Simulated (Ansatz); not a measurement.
`CC#CS[SiH3]` → `CC#CS` + `[SiH2]`  (silylene loss)

Calculated with Ansatz (gas phase, PBE0-D4/def2-TZVP geometries, no zero-point term in ΔE). CBS: MP2 limit from def2 TZ/QZ plus the TZ coupled-cluster correction, frozen cores. This one scheme is used for every species. Functionals use def2-TZVPP. B3LYP here is the variant with VWN-RPA as its local correlation; programs differ in this. Each species was taken in one conformer, which may not be the lowest.

| level | ΔE (kJ/mol) | difference from CCSD(T)/CBS |
| --- | --- | --- |
| PBE-D4 | 299.6 | 3.9 |
| r2SCAN-D4 | 316.4 | 20.7 |
| PBE0-D4 | 308.0 | 12.3 |
| B3LYP-D4 | 290.2 | -5.5 |
| ωB97X-V | 303.6 | 7.9 |
| ωB97M-V | 289.2 | -6.5 |
| B2PLYP | 290.1 | -5.6 |
| PBE | 290.8 | -4.9 |
| r2SCAN | 314.1 | 18.4 |
| PBE0 | 300.3 | 4.6 |
| B3LYP | 276.1 | -19.6 |
| HF/def2-TZVPP | 274.7 | -21.0 |
| MP2/def2-TZVPP | 312.7 | 17.0 |
| SCS-MP2/def2-TZVPP | 298.2 | 2.5 |
| CCSD/def2-TZVPP | 281.5 | -14.2 |
| CCSD(T)/def2-TZVPP | 287.2 | -8.5 |
| HF/def2-QZVPP | 275.3 | -20.4 |
| MP2/def2-QZVPP | 317.7 | 22.0 |
| SCS-MP2/def2-QZVPP | 303.5 | 7.8 |
| HF/CBS(def2) | 275.4 | -20.3 |
| MP2/CBS(def2) | 321.1 | 25.4 |
| CCSD/CBS(def2) | 289.9 | -5.8 |
| CCSD(T)/CBS | 295.7 | 0 |

Largest T1 diagnostic among the species: 0.014.

In def2-TZVPP, CCSD(T) changes the Hartree–Fock value by +12.5 kJ/mol (the triples alone add +5.7 kJ/mol) and MP2 by +38.0 kJ/mol. From PBE to PBE0 (25 % exact exchange), in def2-TZVPP and without D4, ΔE moves by +9.5 kJ/mol. The D4 term adds +14.1 kJ/mol with B3LYP and +7.7 kJ/mol with PBE0; it sums over pairs of atoms, weighted by their polarisabilities, and B3LYP, whose exchange is more repulsive, gets the larger term.
